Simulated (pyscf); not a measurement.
Structures and frequencies: ωB97X-D3(BJ)/def2-SVP in PySCF. Correlated levels are frozen-core, on RHF or UHF. ΔMP2 is the change of the MP2 total energy from the triple- to the quadruple-zeta basis.

Q: PBE/def2-TZVP puts the barrier of cyclic C₃H₃F (SMILES FC1C=C1) → :C=CH–CH₂–F [singlet] (rearrangement; singlet surface; C–C, C–H broken, C–H formed) at 1.96 eV and the reaction energy at +1.85 eV, from the reactant's lowest minimum found. What do PBE0-D3(BJ)/def2-TZVP, ωB97M-D3(BJ)/def2-TZVP, CCSD(T)/def2-TZVPP + ΔMP2(QZVPP) give on the same structures?

A: PBE0-D3(BJ): ΔE‡ = 2.07 eV, ΔE = +1.83 eV; ωB97M-D3(BJ): ΔE‡ = 2.01 eV, ΔE = +1.53 eV; CCSD(T): ΔE‡ = 2.02 eV, ΔE = +1.56 eV. PBE's barrier lies under all of them, by 0.05 to 0.11 eV. Its reaction energy lies over all of them, by 0.02 to 0.32 eV. cyclic C₃H₃F (SMILES FC1C=C1) lies 0.42 eV over its isomer H₂C=C=CH–F (electronic energy, ωB97M-D3(BJ)/def2-TZVP). :C=CH–CH₂–F [singlet] lies 1.95 eV over its isomer H₂C=C=CH–F (electronic energy, ωB97M-D3(BJ)/def2-TZVP). One saddle was located; it need not be the lowest between these sides. The CCSD(T) − MP2 part came from Ansatz, without density fitting, on the same reference.
